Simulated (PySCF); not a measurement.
## Ions at one geometry of [Pb(NH2)3]+

PySCF 2.14.0, RKS PBE0, Pb def2-SVP with ECP60, N def2-SVP, H def2-SVP; non-relativistic Hamiltonian with scalar-relativistic core potentials where named; density fitting; no spin-orbit coupling; singlets restricted, open shells unrestricted. The geometry is relaxed for charge +1, singlet, vacuum (a saddle point, kept by symmetry):

```xyz
10

Pb    0.0000    0.0000    0.0000
N     2.1309    0.2181    0.0000
H     2.4823   -0.3070    0.8124
H     2.4823   -0.3070   -0.8124
N    -1.2543    1.7363    0.0000
H    -0.9753    2.3033    0.8124
H    -0.9753    2.3033   -0.8124
N    -0.8766   -1.9544    0.0000
H    -1.5070   -1.9963    0.8124
H    -1.5070   -1.9963   -0.8124
```

Energies count from the relaxed state; an electron taken off or put on is at rest in vacuum. Charges and spins are Mulliken's.

```json
{"state": "charge +1, singlet, vacuum", "energy (eV)": "0.00", "spin squared": "0.00", "charge on Pb1 (e)": "0.99", "spin on Pb1 (e)": "0.00", "dipole about the centre of mass (D)": "0.00"}
{"state": "charge 0, doublet, vacuum", "energy (eV)": "-6.01", "spin squared": "0.76", "charge on Pb1 (e)": "0.70", "spin on Pb1 (e)": "0.18", "dipole about the centre of mass (D)": "0.00"}
```

What does the state charge +2, doublet, vacuum give?

energy (eV) 14.44, spin squared 1.06, charge on Pb1 (e) 1.17, spin on Pb1 (e) 0.00, dipole about the centre of mass (D) 1.74.

With an electron taken off (doublet) the charges change, summed by element, by Pb +0.18 e, N +0.51 e, H +0.32 e. The vertical ionisation energy is 14.44 eV, against −ε(HOMO) = 12.66 eV of the relaxed state. The level lies 1.8 eV too high, as is usual for semilocal functionals and global hybrids, which keep a self-interaction error.

With an electron put on (doublet) the charges change, summed by element, by Pb -0.29 e, N -0.25 e, H -0.45 e. The vertical electron affinity is 6.01 eV, against −ε(LUMO) = 7.98 eV of the relaxed state.

Open shells may have lower solutions than those found. Spin squared well over S(S+1) tells of spin contamination.
